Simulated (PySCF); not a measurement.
ORD: `InChI=1S/C5H11NS/c1-3(6)4-2-5(4)7/h3-5,7H,2,6H2,1H3/t3-,4+,5+/m1/s1`

Molfile (atoms numbered from 1):
```
C5H11NS
     RDKit          3D

 18 18  0  0  0  0  0  0  0  0999 V2000
   -1.1036    1.6284   -0.5192 C   0  0  0  0  0  0  0  0  0  0  0  0
   -0.6957    0.2842    0.0797 C   0  0  1  0  0  0  0  0  0  0  0  0
   -1.8964   -0.4326    0.4812 N   0  0  0  0  0  0  0  0  0  0  0  0
    0.1611   -0.5022   -0.9033 C   0  0  2  0  0  0  0  0  0  0  0  0
    0.9593   -1.6775   -0.4206 C   0  0  0  0  0  0  0  0  0  0  0  0
    1.6619   -0.4386   -0.8815 C   0  0  2  0  0  0  0  0  0  0  0  0
    2.5354    0.5349    0.3592 S   0  0  0  0  0  0  0  0  0  0  0  0
   -1.7416    2.1574    0.1825 H   0  0  0  0  0  0  0  0  0  0  0  0
   -0.2284    2.2366   -0.7321 H   0  0  0  0  0  0  0  0  0  0  0  0
   -1.6569    1.4771   -1.4443 H   0  0  0  0  0  0  0  0  0  0  0  0
   -0.1145    0.4575    0.9929 H   0  0  0  0  0  0  0  0  0  0  0  0
   -2.4763   -0.6276   -0.3289 H   0  0  0  0  0  0  0  0  0  0  0  0
   -1.6534   -1.3196    0.9086 H   0  0  0  0  0  0  0  0  0  0  0  0
   -0.2839   -0.5863   -1.8908 H   0  0  0  0  0  0  0  0  0  0  0  0
    1.0271   -2.5675   -1.0284 H   0  0  0  0  0  0  0  0  0  0  0  0
    0.9620   -1.8723    0.6423 H   0  0  0  0  0  0  0  0  0  0  0  0
    2.1989   -0.4652   -1.8205 H   0  0  0  0  0  0  0  0  0  0  0  0
    2.3361    1.7195   -0.2180 H   0  0  0  0  0  0  0  0  0  0  0  0
  1  2  1  0
  2  3  1  0
  2  4  1  0
  4  5  1  0
  5  6  1  0
  6  7  1  0
  6  4  1  0
  1  8  1  0
  1  9  1  0
  1 10  1  0
  2 11  1  1
  3 12  1  0
  3 13  1  0
  4 14  1  6
  5 15  1  0
  5 16  1  0
  6 17  1  6
  7 18  1  0
M  END
```

Method used: TDDFT wB97X-D/aug-cc-pVDZ circular dichroism and optical rotation, one conformer, gas phase in PySCF. Geometry: GFN2-xTB.

The molecule is flexible and this is one conformer; a measurement averages over conformers.

Stereocentres: C2 R, C4 S, C6 S.

(1) What is the specific rotation at 633, 589.3, 546, 436, 405, 365, 355 nm?

(2) And for the mirror image at 589.3 nm?

(3) What is the molar rotation [Φ] = [α]·M/100 of the geometry above at 589.3 nm?

## Answers

(1) [α] in deg dm⁻¹ (g/mL)⁻¹:
| λ (nm) | origin-invariant length gauge | modified velocity gauge | length gauge (centre of mass) | isotropic polarisability (au) |
| --- | --- | --- | --- | --- |
| 633 | -108.7 | -103.0 | -108.4 | 91.0 |
| 589.3 | -127.6 | -120.8 | -127.2 | 91.4 |
| 546 | -151.8 | -143.8 | -151.4 | 91.8 |
| 436 | -260.4 | -246.2 | -259.6 | 93.6 |
| 405 | -314.5 | -297.2 | -313.6 | 94.4 |
| 365 | -416.5 | -393.2 | -415.5 | 95.9 |
| 355 | -450.7 | -425.4 | -449.7 | 96.3 |

(2) +127.6 deg dm⁻¹ (g/mL)⁻¹ (origin-invariant length gauge): the same size and the opposite sign.

(3) With M = 117.21 g/mol, -149.5 deg cm² dmol⁻¹ (origin-invariant length gauge).

The first excitation lies at 5.61 eV (221 nm) with R = -9.6 × 10⁻⁴⁰ esu² cm² (velocity form).
